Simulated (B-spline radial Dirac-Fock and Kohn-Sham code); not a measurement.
## Isotope-shift constants of the inner levels of Pr³⁺

System: Pr³⁺, 1s2 2s2 2p6 3s2 3p6 3d10 4s2 4p6 4d10 4f2 5s2 5p6.

Level of theory: first-order field-shift and mass-shift constants from Dirac-Fock ground and hole states with a Fermi nucleus; the mass shift has no relativistic recoil terms; an atomic code on a B-spline grid. A binding energy shifts by δE = F·δ⟨r²⟩ + (K_N + K_S)·δ(1/M); F is taken for a change of radius at fixed skin thickness and so holds the higher radial moments.

```csv
level,F (meV/fm²)
K (1s),-200.5
L1 (2s),-24.96
L2 (2p1/2),0.5636
L3 (2p3/2),1.301
M1 (3s),-5.186
M2 (3p1/2),0.1762
M3 (3p3/2),0.3516
M4 (3d3/2),0.3208
M5 (3d5/2),0.3117
```

The mass shift is not given and not included below: at this Z its relativistic corrections are large. It matters little for K lines but can be comparable with the field shift of L lines.

Values without a named source are computed, but for edge energies of neutral atoms, which are taken from tables.
